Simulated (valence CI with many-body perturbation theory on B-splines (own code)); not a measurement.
**Ti⁹⁺ in three bases**

Calculated by configuration interaction combined with many-body perturbation theory (CI+MBPT): three valence electrons over a frozen Dirac-Fock core [Ne], radial functions for each j: 9 s, 9 p, 8 d, 6 f, 3 g, 1 h, with the one-electron correlation potential Σ1, the two-electron term Σ2, the three-electron term Σ3, Breit, model QED; selected CI, second order for the rest, scaled by the run's own slope (own B-spline code, finite nucleus).

No measured spectrum was set against this ion. As an estimate, levels of excited configurations hold to 0.05 to 0.15 % of their energy, terms of the ground configuration to about 0.5 %.

The reference run has the lowest level 3s2 3p 2P°_1/2 and an ionisation energy of 216.797 eV. Its largest variational space holds 8712 state functions.

Names give the largest LS component (configuration and term), which can be under half, so a name can repeat, a term be missing and a line seem to break the LS rules; names also repeat where a configuration has a term twice.

Changed runs:
A. basis 6 s, 6 p, 5 d, 3 f, 1 g
B. basis 5 s, 5 p, 4 d, 2 f

Excitation energies of the reference run in cm⁻¹, and shifts in cm⁻¹:

```csv
Level,Reference,A,B
3s2 3p 2P°_3/2,7551,-1.4,-2.4
3s 3p2 4P_1/2,160322,-93,-279
3s 3p2 4P_3/2,163178,-94,-281
3s 3p2 4P_5/2,167238,-94,-280
3s 3p2 2D_3/2,212077,+27,+92
3s 3p2 2D_5/2,212632,+27,+92
3s 3p2 2S_1/2,264729,+167,+526
3s 3p2 2P_1/2,281345,+110,+364
3s 3p2 2P_3/2,285521,+105,+351
3s2 3d 2D_3/2,345375,+260,+889
3s2 3d 2D_5/2,345918,+260,+887
3p3 2D°_3/2,413354,-40,-169
Ionisation energy (eV),216.797,-0.013,-0.037
```
